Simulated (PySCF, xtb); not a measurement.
CH8GeSi, SMILES C[SiH2][GeH3].

xtb with GFN2-xTB at its own geometry gives an orbital gap of 5.20 eV and a dipole moment of 1.69 D.

The structure is a stationary point at B3LYP-D3(BJ)/def2-SVP. This is a generated structure with no PubChem entry under its InChIKey; it may be hypothetical.

Question: What does PBE/def2-TZVP (PySCF) give? (Estimate from the structure and the level; the computed values follow.)

Answer: gap 6.32 eV (levels -6.85 and -0.53 eV), dipole 1.02 D.
